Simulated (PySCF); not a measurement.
A structure optimised at PBE-D3(BJ)/def2-SVP, used in a PySCF frequency run:

```xyz
8

C     -0.1638     3.1518     0.0000
C      0.2125     1.9849     0.0000
C      0.6841     0.6505     0.0000
F      2.0206     0.4857     0.0000
C     -0.1136    -0.4612     0.0000
Cl    -1.8313    -0.3436     0.0000
Cl     0.5726    -2.0391     0.0000
H     -0.5026     4.1788     0.0000
```

**Question.** Write its SMILES, formula and point group.

**Answer.** C#CC(F)=C(Cl)Cl, C₄HCl₂F, Cs

**Question.** What are its rotational constants (standard atomic weights)?

**Answer.** 2.3513, 1.4538, 0.89835 GHz
